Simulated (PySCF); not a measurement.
C$_{4}$H$_{5}$ (SMILES C=C1[CH-]C1), charge -1, singlet, at a GFN2-xTB geometry; DF-HF/pcseg-2 in PySCF.

Input for PySCF:
```python
from pyscf import gto, scf

mol = gto.M(
    atom='''
C     0.02175028   -0.12408657    0.25511709
C    -0.03382703   -0.78243920   -0.96149211
C    -0.03562593    0.72694132   -0.96482053
C    -0.03703522   -0.02725049    1.59144410
H     0.74712244   -1.39169963   -1.41643569
H     0.85066478    1.35445423   -1.19119110
H    -0.95600069    1.25563075   -1.25226488
H     0.06907213   -0.89566575    2.23581421
H    -0.20243112    0.91829006    2.10258625
''',
    basis='pcseg-2',
    charge=-1,
    verbose=5,
)

mf = scf.RHF(mol)
mf = mf.density_fit(auxbasis='def2-universal-jkfit')
mf.kernel()
```

The log (banner, timings and long lists left out):

```
PySCF version 2.14.0

[INPUT] verbose = 5
[INPUT] max_memory = 4000
[INPUT] num. atoms = 9
[INPUT] num. electrons = 30
[INPUT] charge = -1
[INPUT] spin (= nelec alpha-beta = 2S) = 0
[INPUT] symmetry False subgroup None
[INPUT] Mole.unit = angstrom
[INPUT] Symbol           X                Y                Z      unit          X                Y                Z       unit  Magmom
[...]
[INPUT] ---------------- BASIS SET ----------------
[INPUT] l, kappa, [nprim/nctr], expnt,             c_1 c_2 ...
[INPUT] H
[...]
                                11.3575           0.0328672    0    0
                                2.60081           0.159578    0    0
                                0.735503           0.5    0    0
                                0.231761             0    1    0
                                0.0741675            0    0    1
[...]
                                0.45                 0    1
[...]
[INPUT] C
[...]
                                1098.18           0.00537138    0    0    0
                                250.014           0.0274734    0    0    0
                                70.7586           0.105078    0    0    0
                                22.8595           0.291262    0    0    0
                                8.03936            0.5    0    0    0
                                2.89309           0.362224    0    0    0
                                5.2164               0 -0.0957844    0    0
                                0.556124             0  0.5    0    0
                                0.228813             0    0    1    0
                                0.0936338            0    0    0    1
[...]
                                7.72957           0.0586921    0    0
                                2.24954           0.222514    0    0
                                0.767681           0.5    0    0
                                0.263283             0    1    0
                                0.0848744            0    0    1
[...]
                                0.45                 0    1
[...]
nuclear repulsion = 102.050818271097
number of shells = 31
number of NR pGTOs = 269
number of NR cGTOs = 190
basis = pcseg-2
ecp = {}

******** <class 'pyscf.df.df_jk.DFRHF'> ********
method = DFRHF
initial guess = minao
damping factor = 0
level_shift factor = 0
DIIS = <class 'pyscf.scf.diis.CDIIS'>
diis_start_cycle = 1
diis_space = 8
diis_damp = 0
SCF conv_tol = 1e-09
SCF conv_tol_grad = None
SCF max_cycles = 50
direct_scf = False
Set gradient conv threshold to 3.16228e-05
Initial guess from minao.
******** <class 'pyscf.df.df.DF'> ********
auxbasis = def2-universal-jkfit
num shells = 130, num cGTOs = 390
size of aux basis 390
int3c2e [1/1], AO [0:31], nrow = 18145
E1 = -407.54610042972496  E2 = 150.30125493446607  Ecoul = 173.1566067446941  Exc = -22.85535181022803
init E= -155.194027224162
cond(S) = 50025.96469567353
[...]
  mo_energy =
[-11.32225262 -11.31269071 -11.31044146 -11.30061041  -1.63430545
  -1.22117985  -0.91805194  -0.73022737  -0.57054398  -0.53299132
  -0.51230555  -0.33369634  -0.29995879  -0.25720556  -0.14569784
   0.07069597   0.08433417   0.10736458   0.11811705   0.1398693
   0.15465907   0.18196886   0.21940946   0.2342874    0.24383177
   0.28128897   0.2896335    0.31004296   0.34022107   0.36066801
   0.37095241   0.38741884   0.40285568   0.41525981   0.4244056
   0.42935945   0.44389455   0.46392316   0.48164651   0.49017471
   0.50647798   0.53391227   0.58491587   0.638533     0.67761267
   0.78770577   0.86074989   0.8925228    1.01034075   1.03364381
   1.0757316    1.10038037   1.11735762   1.15226227   1.175783
   1.17994759   1.19117952   1.21285036   1.22363159   1.23446142
   1.24974551   1.27367252   1.3054733    1.33017799   1.36521755
   1.39398801   1.4321988    1.45027592   1.49430783   1.52798258
   1.54579081   1.56480829   1.59462859   1.61973486   1.6599934
   1.69283047   1.75810529   1.80290551   1.82326687   1.85056513
   1.91961263   1.96424337   1.97024483   1.99212943   2.02303015
   2.06120277   2.10601876   2.17074985   2.19755436   2.21116534
   2.25125903   2.32729261   2.36993347   2.54149565   2.59141165
   2.6373389    2.79894981   2.91202537   2.96005029   3.02552213
   3.274601     3.33215646   3.37429966   3.41167      3.45633837
   3.47204799   3.5077182    3.61131533   3.65816624   3.70382818
   3.73214516   3.78975981   3.82470662   3.87572938   3.92551462
   3.93582619   3.96443626   4.00566142   4.05127475   4.08660558
   4.16006967   4.17684491   4.20422159   4.25225607   4.26604628
   4.28940643   4.30876883   4.35268369   4.37862884   4.40231035
   4.418221     4.46091672   4.47756463   4.5024541    4.51400184
   4.53532846   4.53788541   4.55046126   4.60836483   4.6179323
   4.64083559   4.6733928    4.68820571   4.72132791   4.7299569
   4.74304562   4.76031975   4.79321936   4.80456319   4.81758908
   4.86779198   4.89726888   4.91754873   4.96092409   4.98860827
   5.00136356   5.05734878   5.10412526   5.15254743   5.18097418
   5.22405934   5.27743064   5.38827361   5.47323026   5.50906362
   5.54888931   5.59157699   5.6263008    5.64081462   5.73254903
   5.76310038   5.82809162   5.86749452   5.87633815   5.94993804
   6.01352437   6.03490388   6.07769546   6.11201219   6.14015785
   6.19830559   6.25943678   6.27583149   6.30943579   6.31999392
   6.4063733    6.54205579   6.77970401   6.87753534   7.55943946]
E1 = -416.6914071535713  E2 = 160.41520942854697  Ecoul = 183.11753835715018  Exc = -22.702328928603208
cycle= 1 E= -154.225379453927  delta_E= 0.969  |g|= 0.368  |ddm|= 2.35
[...]
  mo_energy =
[-1.09927205e+01 -1.09742286e+01 -1.09281240e+01 -1.08401995e+01
 -8.82136344e-01 -7.19141033e-01 -5.71973981e-01 -4.59385578e-01
 -3.84609292e-01 -3.64960844e-01 -3.48623350e-01 -1.81349531e-01
 -1.68251765e-01 -1.36421991e-01 -3.22914421e-03  2.57421543e-01
  2.76583362e-01  2.82231156e-01  2.95170787e-01  3.06361175e-01
[...]
   5.82949235   5.87068863   5.90822588   5.91720941   6.01399056
   6.04141555   6.10447212   6.14546723   6.15572719   6.23143772
   6.30160589   6.32291787   6.37285305   6.39895939   6.43535773
   6.49603841   6.54872366   6.57062312   6.59705708   6.61938057
   6.7047502    6.83252515   7.07511871   7.1765956    7.83240706]
E1 = -415.399314268746  E2 = 159.06847100774635  Ecoul = 181.72027634255195  Exc = -22.6518053348056
cycle= 10 E= -154.280024989902  delta_E= -6.51e-09  |g|= 3.2e-05  |ddm|= 0.000506
[...]
  mo_energy =
[-11.03417401 -11.02133607 -10.99019925 -10.97062013  -0.92876051
  -0.75039595  -0.59546933  -0.49129118  -0.42338482  -0.38698081
  -0.37379945  -0.23354166  -0.20993561  -0.17181912  -0.04950745
   0.25742916   0.27682711   0.27885941   0.2934581    0.30357347
   0.35775058   0.37372363   0.41356784   0.42290543   0.44660977
   0.47630039   0.50525778   0.54675599   0.55162793   0.57242628
   0.58855778   0.61219789   0.63678691   0.64029586   0.65405669
   0.67652703   0.6971786    0.71313334   0.72531848   0.73700164
   0.77429545   0.80461624   0.82198239   0.88212167   0.93124807
   1.0623272    1.09449815   1.12867798   1.25233578   1.28256834
   1.30806452   1.3437307    1.365676     1.3881629    1.41176482
   1.41846574   1.43556582   1.44588228   1.47284978   1.48415358
   1.49837053   1.52105617   1.5528301    1.5826252    1.63515301
   1.64872519   1.69182125   1.71266092   1.75965108   1.79094715
   1.81350297   1.82807534   1.85394407   1.89395393   1.928169
   1.95531115   2.01436593   2.06328426   2.09354823   2.12048373
   2.19293767   2.21265502   2.2241646    2.26627671   2.29251904
   2.31645676   2.38237831   2.43452985   2.46195482   2.47544963
   2.52536871   2.59777977   2.64937791   2.81647776   2.86949218
   2.9158134    3.08107863   3.19501466   3.24921688   3.29981461
   3.56197202   3.62383824   3.6615517    3.70389033   3.74810872
   3.76804184   3.79495973   3.90672441   3.94921823   4.00008401
   4.02499909   4.08266947   4.10377542   4.16311894   4.21278295
   4.22337327   4.24135792   4.29575035   4.33836542   4.37548526
   4.45838797   4.47152334   4.49042022   4.52733417   4.55014894
   4.5767394    4.59537971   4.64050402   4.67012528   4.68360853
   4.70574416   4.73905653   4.75940631   4.78259206   4.79686732
   4.80884807   4.82349431   4.83372712   4.88615333   4.89773309
   4.92356511   4.95206452   4.96477405   4.99442324   5.00663079
   5.02003504   5.03699311   5.06621022   5.08193065   5.09240089
   5.14218712   5.16493511   5.18755153   5.23264226   5.26424455
   5.2808507    5.3405168    5.38459009   5.4297543    5.46186083
   5.49680197   5.562925     5.67197514   5.75627548   5.79795371
   5.82949861   5.87069243   5.90822966   5.91721367   6.01399836
   6.04142057   6.10447661   6.14547183   6.15573443   6.23144466
   6.30160976   6.3229221    6.3728561    6.39896539   6.43536244
   6.4960415    6.54873176   6.57062779   6.59706403   6.6193842
   6.70475603   6.8325336    7.07512574   7.17660046   7.83241399]
E1 = -415.3992066333165  E2 = 159.06836337156224  Ecoul = 181.72016165443205  Exc = -22.651798282869805
cycle= 11 E= -154.280024990657  delta_E= -7.55e-10  |g|= 1.19e-05  |ddm|= 0.000113
[...]
  mo_energy =
[-11.03417734 -11.02133985 -10.99020773 -10.97061598  -0.92876174
  -0.75039915  -0.59546939  -0.49129219  -0.42338611  -0.38698228
  -0.37380146  -0.23354219  -0.20993662  -0.17182058  -0.04950735
   0.25742889   0.27682679   0.2788595    0.29345784   0.30357359
   0.35774991   0.37372351   0.41356744   0.42290563   0.44661048
   0.47630063   0.50525649   0.54675549   0.55162749   0.57242651
   0.58855788   0.61219759   0.63678611   0.64029506   0.65405588
   0.67652627   0.69717822   0.71313247   0.72531803   0.73700174
   0.77429513   0.8046157    0.82198142   0.8821222    0.93124659
   1.06232602   1.09449558   1.12867741   1.25233557   1.28256796
   1.30806401   1.34373104   1.36567568   1.38816142   1.41176375
   1.41846506   1.43556438   1.44588242   1.47284866   1.48415267
   1.49836945   1.52105589   1.55282935   1.58262421   1.63515298
   1.64872522   1.6918207    1.71266004   1.75965118   1.79094458
   1.81350211   1.82807376   1.85394161   1.89395405   1.92816839
   1.95531061   2.01436389   2.06328242   2.09354676   2.12048315
   2.19293707   2.21265277   2.22416399   2.26627719   2.29251941
   2.31645613   2.38237856   2.43452925   2.46195443   2.47544813
   2.52536802   2.59777888   2.64937709   2.81647504   2.86949091
   2.91581268   3.08107818   3.1950127    3.2492157    3.29981312
   3.56197132   3.62383634   3.66155107   3.70388904   3.74810841
   3.76803959   3.79495907   3.90672341   3.94921618   4.0000832
   4.02499695   4.08266758   4.10377402   4.16311809   4.21278211
   4.22337158   4.2413572    4.29574877   4.33836396   4.37548341
   4.45838776   4.471523     4.49041852   4.52733246   4.55014817
   4.57673921   4.59537877   4.64050403   4.67012257   4.68360741
   4.70574294   4.73905441   4.75940446   4.78259154   4.79686527
   4.80884698   4.82349402   4.83372631   4.88615249   4.89773212
   4.92356366   4.95206354   4.96477353   4.99442199   5.00663005
   5.02003285   5.03699234   5.06620906   5.08193037   5.09239959
   5.14218558   5.16493448   5.18754978   5.23264168   5.26424317
   5.2808505    5.34051595   5.38458923   5.42975501   5.46186002
   5.49680155   5.56292471   5.67197325   5.7562741    5.79795297
   5.82949868   5.8706906    5.90822785   5.91721156   6.01399687
   6.04141943   6.10447481   6.14547005   6.15573323   6.23144386
   6.30160893   6.32292119   6.37285473   6.39896494   6.4353622
   6.49603955   6.54873122   6.57062562   6.59706248   6.61938239
   6.70475474   6.83253286   7.07512386   7.17659714   7.83241344]
E1 = -415.3992395263967  E2 = 159.06839626453538  Ecoul = 181.72019704338464  Exc = -22.651800778849264
Extra cycle  E= -154.280024990764  delta_E= -1.07e-10  |g|= 6.24e-06  |ddm|= 4.68e-05
converged SCF energy = -154.280024990764
```
